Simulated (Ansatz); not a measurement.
Basis-set series for `N[Si]1(F)[AlH][S]1`. Charge 0, multiplicity 1. Geometry: relaxed with PBE0-D4/def2-TZVP. It is one conformer, not always the lowest.

```xyz
8

N     1.3778    0.6929    0.6790
Si    0.2995   -0.3870   -0.0574
F     1.2372   -1.6326   -0.4239
Al   -2.0085   -0.4974   -0.0995
S    -0.8381    0.2944   -1.7802
H     2.3731    0.5762    0.5790
H     1.1129    1.6263    0.9413
H    -3.5540   -0.6729    0.1616
```

```json
{"functional": "PBE0-D4", "basis": "def2-SVP", "functions": "97", "energy (Eh)": "-1085.70002", "HOMO (eV)": "-6.29", "LUMO (eV)": "-1.75"}
{"functional": "PBE0-D4", "basis": "def2-TZVPP", "functions": "230", "energy (Eh)": "-1086.23015", "HOMO (eV)": "-6.37", "LUMO (eV)": "-1.84"}
{"functional": "ωB97M-V", "basis": "def2-SVP", "functions": "97", "energy (Eh)": "-1086.12426", "HOMO (eV)": "-8.19", "LUMO (eV)": "0.04"}
{"functional": "ωB97M-V", "basis": "def2-TZVPP", "functions": "230", "energy (Eh)": "-1086.65639", "HOMO (eV)": "-8.30", "LUMO (eV)": "-0.13"}
```

(1) Give the rows for def2-QZVPP. (Estimate.)

Results:

(1) Ansatz gave: 
| functional | basis | functions | energy (Eh) | HOMO (eV) | LUMO (eV) |
| --- | --- | --- | --- | --- | --- |
| PBE0-D4 | def2-QZVPP | 414 | -1086.26844 | -6.40 | -1.89 |
| ωB97M-V | def2-QZVPP | 414 | -1086.69275 | -8.34 | -0.26 |
